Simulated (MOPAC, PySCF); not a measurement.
C$_{3}$H$_{5}$N, SMILES `N=C1CC1`, neutral singlet in the gas phase. 

Cartesian coordinates (Å):
```xyz
9

N      1.8482    -0.0044     0.4117
C      0.6236     0.0331     0.1392
C     -0.6517    -0.6348    -0.1428
C     -0.5075     0.9137    -0.1142
H      2.1732    -0.9714     0.4858
H     -1.1880    -1.1047     0.6733
H     -0.7922    -1.1086    -1.1074
H     -0.5572     1.4392    -1.0606
H     -0.9530     1.4431     0.7199
```
Charge 0, spin multiplicity 1.

All levels are single points at this geometry (B3LYP-D3(BJ)/def2-TZVP); Pople sets use spherical d functions. Orbital energies aren't observables, and empty levels follow the basis.

| level | HOMO (eV) | LUMO (eV) | gap (eV) | dipole (D) | vertical IE, Delta-SCF (eV) |
|---|---|---|---|---|---|
| B3LYP-D3(BJ)/def2-TZVP in PySCF | -6.88 | -0.55 | 6.34 | 2.32 | 9.46 |
| B3LYP/6-311+G** in PySCF | -6.93 | -0.66 | 6.27 | 2.44 | – |
| M06-2X/6-31G* in PySCF | -8.17 | 1.08 | 9.25 | 2.26 | – |
| PBE/6-31G* in PySCF | -5.32 | -0.99 | 4.33 | 2.15 | 9.03 |
| SVWN5/6-31G* in PySCF | -5.37 | -1.15 | 4.22 | 2.21 | 9.16 |
| PM7 in MOPAC | -10.38 | 0.61 | 10.99 | 2.44 | – |
